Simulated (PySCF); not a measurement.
A structure optimised at PBE0-D3(BJ)/def2-SVP, used in a PySCF frequency run:

```xyz
5

C     -1.7715    -0.0605     0.0000
C     -0.4626     0.0003     0.0000
Cl     0.4049     1.4906     0.0000
Cl     0.5350    -1.4228     0.0000
H     -2.5733    -0.7924     0.0000
```
Charge 0, spin multiplicity 2.

Question: Write its SMILES, formula and point group.

Answer: [CH]=C(Cl)Cl, C₂HCl₂, Cs

Question: What are its rotational constants (standard atomic weights)?

Answer: 8.0625, 3.3411, 2.3622 GHz
